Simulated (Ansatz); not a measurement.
Geometry optimisation, Ansatz, RKS PBE/def2-SVP.

The input (input.yaml):

```yaml
crystal:
  periodic: [false, false, false]
  atoms:
    - { symbol: Ga, position_ang: [0.0, 0.0, 0.0] }
    - { symbol: C, position_ang: [0.0, 0.0, 1.98] }
    - { symbol: H, position_ang: [-0.9996, -0.3092, 2.3505] }
    - { symbol: H, position_ang: [0.7676, -0.7111, 2.3505] }
    - { symbol: H, position_ang: [0.232, 1.0203, 2.3505] }
    - { symbol: C, position_ang: [1.7147, 0.0, -0.99] }
    - { symbol: H, position_ang: [2.0443, -1.0462, -1.1602] }
    - { symbol: H, position_ang: [1.5782, 0.508, -1.9674] }
    - { symbol: H, position_ang: [2.4842, 0.5381, -0.3982] }
    - { symbol: H, position_ang: [-1.3596, 0.0, -0.785] }
basis:
  gaussian: { orbitals: def2-SVP }
hamiltonian:
  xc: pbe
relax:
  f_tol: 0.02
  max_steps: 40
```

Command:

```bash
$ ansatz run input.yaml --threads 1 --pin off --max-ram 2048MiB --backend cpu --events-out ev --progress --plain --runs-dir out
```

Where does it end, and by what steps?

The run converged. After 20 steps the energy has fallen by 0.030 eV; H4 moved furthest, 0.63 Å.

```json
{"step": "0", "energy less start (eV)": "0.0000", "largest force component (eV/Å)": "0.258", "accepted": "yes"}
{"step": "1", "energy less start (eV)": "-0.0225", "largest force component (eV/Å)": "0.147", "accepted": "yes"}
{"step": "2", "energy less start (eV)": "-0.0240", "largest force component (eV/Å)": "0.045", "accepted": "yes"}
{"step": "3", "energy less start (eV)": "-0.0245", "largest force component (eV/Å)": "0.020", "accepted": "yes"}
{"step": "4", "energy less start (eV)": "-0.0250", "largest force component (eV/Å)": "0.074", "accepted": "yes"}
{"step": "5", "energy less start (eV)": "-0.0255", "largest force component (eV/Å)": "0.078", "accepted": "yes"}
{"step": "6", "energy less start (eV)": "-0.0261", "largest force component (eV/Å)": "0.086", "accepted": "yes"}
{"step": "7", "energy less start (eV)": "-0.0266", "largest force component (eV/Å)": "0.070", "accepted": "yes"}
{"step": "8", "energy less start (eV)": "-0.0262", "largest force component (eV/Å)": "0.127", "accepted": "no"}
{"step": "9", "energy less start (eV)": "-0.0273", "largest force component (eV/Å)": "0.043", "accepted": "yes"}
{"step": "10", "energy less start (eV)": "-0.0279", "largest force component (eV/Å)": "0.067", "accepted": "yes"}
{"step": "11", "energy less start (eV)": "-0.0284", "largest force component (eV/Å)": "0.025", "accepted": "yes"}
{"step": "12", "energy less start (eV)": "-0.0288", "largest force component (eV/Å)": "0.066", "accepted": "yes"}
{"step": "13", "energy less start (eV)": "-0.0291", "largest force component (eV/Å)": "0.032", "accepted": "yes"}
{"step": "14", "energy less start (eV)": "-0.0295", "largest force component (eV/Å)": "0.043", "accepted": "yes"}
{"step": "15", "energy less start (eV)": "-0.0297", "largest force component (eV/Å)": "0.053", "accepted": "yes"}
{"step": "16", "energy less start (eV)": "-0.0299", "largest force component (eV/Å)": "0.035", "accepted": "yes"}
{"step": "17", "energy less start (eV)": "-0.0301", "largest force component (eV/Å)": "0.026", "accepted": "yes"}
{"step": "18", "energy less start (eV)": "-0.0267", "largest force component (eV/Å)": "0.231", "accepted": "no"}
{"step": "19", "energy less start (eV)": "-0.0297", "largest force component (eV/Å)": "0.062", "accepted": "no"}
{"step": "20", "energy less start (eV)": "-0.0302", "largest force component (eV/Å)": "0.014", "accepted": "yes"}
```

```xyz
10
Properties=species:S:1:pos:R:3
Ga 0.042 0.012 0.024
C -0.013 0.060 2.006
H -0.745 -0.678 2.397
H 0.974 -0.130 2.473
H -0.367 1.060 2.338
C 1.732 -0.078 -1.011
H 1.762 -1.025 -1.592
H 1.773 0.746 -1.754
H 2.637 -0.030 -0.374
H -1.335 0.062 -0.776
```

Whether the end is a true minimum wasn't checked by a vibrational analysis.

The run took 51 s on 1 thread of Arm Neoverse V2, with other jobs on the host, peak memory 0.12 GiB.
